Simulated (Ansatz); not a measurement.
`C=[CH][GeH2][CH]=C` + `C=CCO` → `C=CCOC=C` + `C=[CH][GeH3]`  (substitution at a C–Ge bond)

Gas-phase electronic energies from Ansatz, PBE0-D4/def2-TZVP geometries. CBS: MP2 limit from def2 TZ/QZ plus the TZ coupled-cluster correction, frozen cores. Functionals use def2-TZVPP. For Ge outer-core shells are correlated without core-valence functions, which leaves a few kJ/mol of doubt a bond. Scalar relativity is left out up to krypton. Each species was taken in one conformer, which may not be the lowest.

```json
{"level": "PBE-D4", "ΔE (kJ/mol)": "19.4", "difference from CCSD(T)/CBS": "-13.9"}
{"level": "r2SCAN-D4", "ΔE (kJ/mol)": "18.3", "difference from CCSD(T)/CBS": "-15.0"}
{"level": "PBE0-D4", "ΔE (kJ/mol)": "22.6", "difference from CCSD(T)/CBS": "-10.7"}
{"level": "ωB97X-V", "ΔE (kJ/mol)": "21.6", "difference from CCSD(T)/CBS": "-11.7"}
{"level": "ωB97M-V", "ΔE (kJ/mol)": "24.5", "difference from CCSD(T)/CBS": "-8.8"}
{"level": "B2PLYP", "ΔE (kJ/mol)": "23.9", "difference from CCSD(T)/CBS": "-9.4"}
{"level": "PBE", "ΔE (kJ/mol)": "17.1", "difference from CCSD(T)/CBS": "-16.2"}
{"level": "r2SCAN", "ΔE (kJ/mol)": "17.8", "difference from CCSD(T)/CBS": "-15.5"}
{"level": "PBE0", "ΔE (kJ/mol)": "20.4", "difference from CCSD(T)/CBS": "-12.9"}
{"level": "HF/def2-TZVPP", "ΔE (kJ/mol)": "21.6", "difference from CCSD(T)/CBS": "-11.7"}
{"level": "MP2/def2-TZVPP", "ΔE (kJ/mol)": "35.9", "difference from CCSD(T)/CBS": "2.6"}
{"level": "SCS-MP2/def2-TZVPP", "ΔE (kJ/mol)": "33.6", "difference from CCSD(T)/CBS": "0.3"}
{"level": "CCSD/def2-TZVPP", "ΔE (kJ/mol)": "32.3", "difference from CCSD(T)/CBS": "-1.0"}
{"level": "CCSD(T)/def2-TZVPP", "ΔE (kJ/mol)": "32.2", "difference from CCSD(T)/CBS": "-1.1"}
{"level": "HF/def2-QZVPP", "ΔE (kJ/mol)": "20.4", "difference from CCSD(T)/CBS": "-12.9"}
{"level": "SCS-MP2/def2-QZVPP", "ΔE (kJ/mol)": "33.9", "difference from CCSD(T)/CBS": "0.6"}
{"level": "CCSD(T)/CBS", "ΔE (kJ/mol)": "33.3", "difference from CCSD(T)/CBS": "0"}
```

Largest T1 diagnostic among the species: 0.012.

From PBE to PBE0 (25 % exact exchange), in def2-TZVPP and without D4, ΔE moves by +3.3 kJ/mol. The D4 term adds +3.8 kJ/mol with B3LYP and +2.2 kJ/mol with PBE0; it sums over pairs of atoms, weighted by their polarisabilities, and B3LYP, whose exchange is more repulsive, gets the larger term.

B3LYP here is the variant with VWN-RPA as its local correlation; programs differ in this.
